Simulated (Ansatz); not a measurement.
Cost and result for the atomization energy of `O[SiH](Cl)O[Si](F)(F)Cl` (10 atoms, 9 bonds).

Z-matrix (Å, degrees):
```
Si
Cl 1 2.029
O 1 1.632 2 109.6
O 1 1.622 2 106.3 3 119.8
H 1 1.471 2 109.9 3 -117.5
Si 3 1.599 1 151.1 2 14.3
H 4 0.959 1 119.1 2 -177.3
Cl 6 2.010 3 112.2 1 -57.4
F 6 1.572 3 110.5 1 64.6
F 6 1.571 3 108.3 1 -178.1
```

Charge 0, multiplicity 1. The geometry is a stationary point of PBE0-D4/def2-TZVP. It is one conformer, not always the lowest. Program: Ansatz. All runs use 2 threads of an AMD EPYC 7R13 on a shared host and a share of an NVIDIA H100 80 GB. Times are those of one run each, without the atoms' runs, and a repeat can differ threefold. Electronic energies, without spin–orbit coupling; frozen cores. CCSD(T)/CBS adds CCSD(T) − MP2 in def2-TZVPP to the MP2 limit, and its time is that of the two runs behind it. T1 = 0.011. B3LYP takes the VWN-RPA correlation (the form of Gaussian; ORCA's B3LYP/G).

CCSD(T)/CBS is a level of theory with its own doubt, some kJ/mol a heavy atom from the limit and from the frozen cores, so smaller differences don't rank the functionals.

```csv
level,functions,wall time
PBE-D4/def2-TZVPP (with forces),320,2.2 s
r2SCAN-D4/def2-TZVPP (with forces),320,2.4 s
B3LYP-D4/def2-TZVPP (with forces),320,3 s
PBE0-D4/def2-TZVPP,320,3.5 s
B2PLYP/def2-TZVPP,320,3.6 s
ωB97X-V/def2-TZVPP,320,4.6 s
MP2/def2-QZVPP,568,6 s
ωB97M-V/def2-TZVPP (with forces),320,6 s
CCSD(T)/def2-TZVPP,320,11 s
CCSD(T)/CBS(def2),–,17 s
```

**Question.** What atomization energy does each give, and how far from CCSD(T)/CBS? (An estimate is asked.)

**Answer.** The calculation gave: 
```
                             level  atomization (kcal/mol)  difference from CCSD(T)/CBS  per bond
   PBE-D4/def2-TZVPP (with forces)                  1011.6                          0.5       0.0
r2SCAN-D4/def2-TZVPP (with forces)                  1008.0                         -3.1      -0.3
 B3LYP-D4/def2-TZVPP (with forces)                   989.6                        -21.5      -2.4
                PBE0-D4/def2-TZVPP                   989.9                        -21.2      -2.4
                 B2PLYP/def2-TZVPP                   987.7                        -23.4      -2.6
                ωB97X-V/def2-TZVPP                  1006.1                         -5.0      -0.6
                    MP2/def2-QZVPP                  1042.8                         31.7       3.5
  ωB97M-V/def2-TZVPP (with forces)                  1007.6                         -3.5      -0.4
                CCSD(T)/def2-TZVPP                   975.2                        -35.9      -4.0
                 CCSD(T)/CBS(def2)                  1011.1                          0.0       0.0
```

From PBE to PBE0 (25 % exact exchange), in def2-TZVPP and without D4, the atomization energy moves by −20.5 kcal/mol: exact exchange takes away binding that semilocal exchange gives to molecules. In def2-TZVPP, CCSD(T) changes the Hartree–Fock value by +239.1 kcal/mol (the triples alone add +17.4 kcal/mol) and MP2 by +284.6 kcal/mol; breaking electron pairs costs correlation energy, which Hartree–Fock lacks. The D4 term adds +14.0 kcal/mol with B3LYP and +7.4 kcal/mol with PBE0; it sums over pairs of atoms, weighted by their polarisabilities, and B3LYP, whose exchange is more repulsive, gets the larger term.
